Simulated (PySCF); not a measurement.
A GIAO shielding run with PySCF (density fitting, non-relativistic, gas phase) on SMILES O([Si@@H](C#N)O)C=O, C$_{2}$H$_{3}$NO$_{3}$Si:

```
$ OMP_NUM_THREADS=1 python probes_run.py task.json out

{"job": {"kind": "nmr", "xc": "B3LYP", "basis": "pcSseg-1", "pop": false}, "charge": 0, "multiplicity": 1}
N     -1.326339     3.035742     0.210287
C     -1.066357     1.906753     0.212936
Si    -0.653868     0.108368     0.267474
O     -1.395730    -0.579465    -1.016835
O      1.051310     0.098263     0.115676
C      1.616406    -1.084586    -0.095211
O      0.992011    -2.103504    -0.236497
H     -0.998724    -0.454486     1.588453
H     -1.143339    -1.500730    -1.163730
H      2.721922    -1.017856    -0.127038
```

Hardware: 1 thread of an Arm Neoverse V1, shared host.

Problem. How large is the calculation?

Solution. 60 electrons, 141 basis functions and 752 auxiliary functions.

Problem. How long does it take, and how much memory does it need?

Solution. 13 s of wall time, with 16 SCF cycles and 5 response iterations; peak memory 0.75 GiB. Times on a shared host scatter by some tens of per cent.

Problem. And these other runs on the same molecule and hardware: GIAO shielding at B97-2/pcSseg-1; GIAO shielding at BHandHLYP/pcSseg-1; GIAO shielding at BLYP/pcSseg-1; GIAO shielding at CAM-B3LYP/pcSseg-1; GIAO shielding at PBE0/6-31G; GIAO shielding at PBE0/STO-3G?

Solution. B97-2/pcSseg-1: 141 functions, 12 s; BHandHLYP/pcSseg-1: 141 functions, 12 s; BLYP/pcSseg-1: 141 functions, 18 s; CAM-B3LYP/pcSseg-1: 141 functions, 17 s; PBE0/6-31G: 73 functions, 7.7 s; PBE0/STO-3G: 42 functions, 3.7 s.
